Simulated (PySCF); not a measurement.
# Spin-rotation constants: `InChI=1S/C3H7F3GeO/c1-8-7-2-3(4,5)6/h2,7H2,1H3`

Cartesian coordinates in Å; atom numbers follow the order of the lines, from 1:
```xyz
15

C    -2.9215   -0.3111    0.0307
O    -1.5534   -0.4410   -0.2952
Ge   -0.2125    0.4800    0.3647
C     1.2543   -0.2784   -0.7261
C     2.5110    0.0194    0.0164
F     2.6087    1.3342    0.3046
F     2.5544   -0.6165    1.2000
F     3.6356   -0.3087   -0.6337
H    -3.0971   -0.4581    1.0984
H    -3.4556   -1.0800   -0.5284
H    -3.3045    0.6707   -0.2549
H    -0.4112    1.9572    0.1178
H    -0.0760    0.2135    1.8422
H     1.3094    0.1821   -1.7111
H     1.1540   -1.3552   -0.8472
```

Computed with GIAO HCTH407/STO-3G magnetisability, rotational g tensor and spin-rotation constants, non-relativistic, gas phase (PySCF 2.14.0). Geometry: GFN2-xTB.

The calculation is non-relativistic, which matters for the atoms heavier than Zn.

Problem. Give the nuclear spin-rotation constants along the inertial axes (H = +C I·J) beside the isotropic shieldings.

Solution. Rotational constants 4.0054, 0.6805, 0.6584 GHz. A star marks the isotopologue with that one atom substituted, in its own axes.
| atom | isotope | Caa (kHz) | Cbb (kHz) | Ccc (kHz) | mean (kHz) | σ (ppm) |
| --- | --- | --- | --- | --- | --- | --- |
| F6 | 19F | 1.774 | 0.476 | 0.408 | 0.886 | 361.7 |
| F7 | 19F | 1.911 | 0.222 | 0.568 | 0.900 | 367.3 |
| F8 | 19F | 2.609 | 0.404 | 0.227 | 1.080 | 371.6 |
| H9 | 1H | -0.417 | -0.062 | -0.002 | -0.161 | 31.4 |
| H10 | 1H | -0.316 | 0.002 | -0.072 | -0.129 | 30.5 |
| H11 | 1H | -0.371 | -0.043 | -0.028 | -0.147 | 31.3 |
| H12 | 1H | -0.386 | -0.020 | -0.030 | -0.145 | 30.7 |
| H13 | 1H | -0.394 | -0.056 | 0.005 | -0.148 | 30.7 |
| H14 | 1H | -0.438 | -0.074 | 0.006 | -0.169 | 31.5 |
| H15 | 1H | -0.436 | -0.008 | -0.058 | -0.167 | 31.5 |
| C1 | 13C* | 0.241 | 0.095 | 0.094 | 0.143 | 182.0 |
| O2 | 17O* | -0.185 | 0.051 | 0.039 | -0.032 | 427.4 |
| Ge3 | 73Ge* | -0.506 | -0.110 | -0.121 | -0.246 | 1994.3 |
| C4 | 13C* | 0.203 | 0.038 | 0.049 | 0.097 | 219.1 |
| C5 | 13C* | 0.832 | 0.120 | 0.116 | 0.356 | 132.7 |

For the geometry as given, no vibrational averaging.
